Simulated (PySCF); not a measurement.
Method: PySCF with PBE-D3(BJ)/def2-TZVP // B3LYP-D3(BJ)/def2-SVP. All species are isolated molecules in the gas phase. One relaxed conformer stands for a flexible species; it need not be the lowest. 

Reference species (SMILES): `[OH][Sn]([OH])([OH])[OH]` (neutral, multiplicity 1).

* **LUMO**: -2.92 eV
* **HOMO–LUMO gap**: 4.44 eV
* **HOMO**: -7.36 eV

After one change: the LUMO rises by 2.67 eV; the HOMO–LUMO gap increases by 1.18 eV; the HOMO rises by 1.49 eV.

**Question.** Which change was made? The new species is one of these.
(A) `C[CH2][Sn]([CH2]C)([CH2]C)[CH2]C`
(B) `C[CH2][Sn]([OH])([OH])[CH2]C`
(C) `C[CH2][Sn]([OH])([OH])[OH]`

**Answer.** A, `C[CH2][Sn]([CH2]C)([CH2]C)[CH2]C`
